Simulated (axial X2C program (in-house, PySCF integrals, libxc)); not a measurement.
# TaCl: from the spin-free to the two-component result

All values were computed with an axial X2C code built on PySCF integrals. Spin-free means the one-electron spin-free X2C Hamiltonian; two-component (2c) means X2C with spin–orbit coupling and atomic mean-field two-electron Coulomb and Gaunt terms, so the difference of the two also holds small scalar two-electron terms. Basis: Ta dyall-cv3z [13s14p9d7f4g], Cl dyall-av3z [9s8p3d2f] (cores contracted in-house); Gaussian nuclei, density fitting, unrestricted open shells. Masses: Ta 180.948 u, Cl 34.969 u.

Spin-free state: M_S = 2, Λ = 1 (beyond evenly filled blocks: σα, π+α, δ+α, δ-α); fragments Ta + Cl.

```json
{"level": "PBE0", "Re (Å)": "2.277", "ωe (cm⁻¹)": "381.9", "De (eV)": "4.519", "μ (D)": "-2.84"}
{"level": "HF", "Re (Å)": "2.352", "ωe (cm⁻¹)": "352.5", "De (eV)": "3.522", "μ (D)": "-3.71"}
```

Dipoles are positive if Cl is the positive end.

Two-component determinant lowest at the distance of the search:

Ω = 1 (⟨Sz⟩ = 1.97, ⟨Lz⟩ = -0.97 at PBE0); fragments Ta + Cl.

```tsv
level	Re (Å)	ωe (cm⁻¹)	μ (D)
PBE0	2.276	381.6	-2.80
HF	2.349	352.6	-3.57
```

(1) From the two tables, how do the constants change at the PBE0 level (2c against spin-free)?

The state is one determinant whose occupation by symmetry is held fixed; it was picked as the lowest of a PBE0 search that is not exhaustive. Dissociation energies refer to the lowest single-determinant-based atoms at the same level and basis. De is not given where an atomic determinant may have missed its ground term or J level, or where the truncated virtual space spoils (T). Density functionals use the spin component along the axis (collinear). PBE0 can misorder states that lie within some tenths of an eV, so this need not be the ground state of the molecule. The nearest other spin-free determinant of the search, M_S = 1, Λ = 0, lies 0.12 eV up at the distance of the search. Without a current term, density functionals place determinants with orbital angular momentum somewhat too high. With several unpaired electrons one determinant need not be a pure state. Open-shell Ω = 0 determinants with evenly filled partner blocks cannot be reached by this program, so the Ω shown need not be the lowest component. Some points did not converge and are left out.

Results:

(1) At the PBE0 level Re goes down by 0.001 Å and ωe goes down by 0.3 cm⁻¹.
